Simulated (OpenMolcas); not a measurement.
Ni2+ in a point-charge field

Ni2+ among 4 point charges of -2.5 e arranged as a tetrahedron (Td), 1.9 Å from the ion.
```
   1.0970    1.0970    1.0970  -2.50
   1.0970   -1.0970   -1.0970  -2.50
  -1.0970    1.0970   -1.0970  -2.50
  -1.0970   -1.0970    1.0970  -2.50
```

```json
{"Program": "OpenMolcas 26.06", "Method": "CASSCF", "Basis": "ANO-RCC-VDZP [5s4p2d1f]", "Scalar Hamiltonian": "DKH2, point nucleus", "Active space": "8 electrons in 5 orbitals (3d)", "State averaging": "2S+1 = 3 even, 10 roots; 2S+1 = 1 even, 15 roots", "Spin-orbit coupling": "RASSI with atomic mean-field integrals over the reference wave functions"}
```

The lowest spin-free states (labels of Td), above the lowest:

| State | Degeneracy | E (cm-1) | Free-ion L (%) |
| --- | --- | --- | --- |
| 3T1 | 3 | 0.0 | F (100) |
| 3T2 | 3 | 1461 | F (100) |
| 3A2 | 1 | 3223 | F (100) |
| 1T2 | 3 | 16447 | D (99) |
| 1E | 2 | 16982 | D (96) |
| 3T1 | 3 | 20206 | P (100) |
| 1T2 | 3 | 25221 | G (99) |
| 1T1 | 3 | 26070 | G (100) |
| 1E | 2 | 26168 | G (96) |
| 1A1 | 1 | 26398 | G (100) |
| 1A1 | 1 | 61952 | S (100) |

The lowest levels with spin-orbit coupling:

```csv
E (cm-1),Degeneracy,Label,2S+1
0.0,1,A1,3
295.0,3,T1,3
705.3,2,E,3
1165,3,T2,3
2515,3,T2,3
2540,3,T1,3
2835,1,A2,3
3079,2,E,3
4683,3,T2,3
17312,3,T2,1
17764,2,E,1
21154,3,T2,3
21214,2,E,3
21580,3,T1,3
21852,1,A1,3
26277,3,T2,1
27122,3,T1,1
27229,2,E,1
27451,1,A1,1
63054,1,A1,1
```

Powder χT (cm3 K/mol): 0.0362 at 2 K, 0.181 at 10 K, 0.903 at 50 K, 1.74 at 100 K, 2.66 at 200 K, 3.01 at 300 K. The effective moment at 300 K is 2.828 √(χT) = 4.91 μB.

The lowest level has 2S+1 = 3, for which the spin-only value is χT = S(S+1) / 2 = 1.000 cm3 K/mol (g = 2). The computed 3.010 at 300 K differs by +2.010, through orbital momentum, spin-orbit coupling and any other state in reach. With a threefold ground state the orbital momentum is unquenched, so the spin-only value is not expected to hold.

A least-squares ligand-field fit to the states below 45000 cm-1, each weighted by its degeneracy and with a free common offset, gives 10Dq = -1736 cm-1 (negative for this site), B = 1272 cm-1 and C = 4694 cm-1 (C/B = 3.69), with an rms deviation of 51 cm-1.

An orbital triplet at a regular site is open to Jahn-Teller coupling, which can distort the site and quench the lowest spin-orbit gaps and is left out. Without dynamic correlation the repulsion within the d shell is too large (B by tens of per cent), so at a given field states of lower spin stand too high. The ground term spreads over less than 5000 cm-1, several times less than with real ligands, so orbital moments are less quenched and χT lies further from the spin-only value than at real sites. Point charges carry no covalency, so the field is a model and not that of real ligands. No measured value stands beside these numbers.

The RASSCF and RASSI steps took 5.7 s on 1 thread of Arm Neoverse V1, with other jobs on the host; the integral step is not counted.
